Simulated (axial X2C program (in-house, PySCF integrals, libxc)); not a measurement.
**Levels of LiIn⁺ by electron attachment to LiIn²⁺ (EOM-EA-CCSD)**

Calculated with an axial X2C code built on PySCF integrals: two-component X2C with atomic mean-field Coulomb and Gaunt terms, Gaussian nuclei, basis In dyall-acv3z, Li dyall-acv3z with contracted cores.

R = 3.692 Å (1.150 times 3.210 Å, the PBE0 minimum at charge 1 for the lowest determinant).

Levels of LiIn⁺ obtained by attaching an electron to LiIn²⁺:

| Ω | binding energy (eV) | above lowest (cm⁻¹) | attached spinor | one-particle weight |
| --- | --- | --- | --- | --- |
| 1/2 | 10.384 | 0 | 60% In pσ, 21% Li sσ, 9% Li pσ | 0.97 |
| 1/2 | 9.393 | 7995 | 89% In pπ | 0.97 |
| 3/2 | 9.229 | 9315 | 88% In pπ, 7% Li pπ | 0.97 |
| 1/2 | 7.869 | 20284 | 52% Li sσ, 21% In pσ, 9% Li pσ | 0.98 |
| 1/2 | 6.767 | 29178 | 76% Li pπ, 14% In dπ, 7% In pπ | 0.98 |
| 3/2 | 6.751 | 29301 | 75% Li pπ, 14% In dπ, 8% In pπ | 0.98 |
| 1/2 | 5.972 | 35583 | 64% Li pσ, 13% In sσ, 12% In pσ | 0.96 |

Problem. What is the splitting of the first π pair in the table, and is it regular or inverted?

Solution. E(3/2) − E(1/2) = 9315 − 7995 = 1320 cm⁻¹ at EOM-EA-CCSD: regular, Ω = 1/2 lower. Splittings at this level can be off by ten to twenty per cent.

This point took 12 s on 1 thread of Arm Neoverse V1, on a shared host.

Reference electrons by ω block (each with its −ω partner): 1/2: 16, 3/2: 7, 5/2: 2. 12 electrons of LiIn²⁺ correlated (inner shells frozen), 92 natural virtual spinors (a truncated set); levels can be off by some tenths of an eV. Roots sought by Ω: (1/2: 5, 3/2: 4, 5/2: 2, 7/2: 1); rows need 60 % one-particle weight and stop where some Ω has no more roots. Missing are any skipped roots, higher Ω and states of a further excitation; these come out far too high here and may in truth be low or lowest. T1 of the reference 0.014 (Lee–Taylor). The reference was not checked to be the lowest state of its species. Number of frozen shells: In 4 s, 3 p, 1 d; Li 1 s.
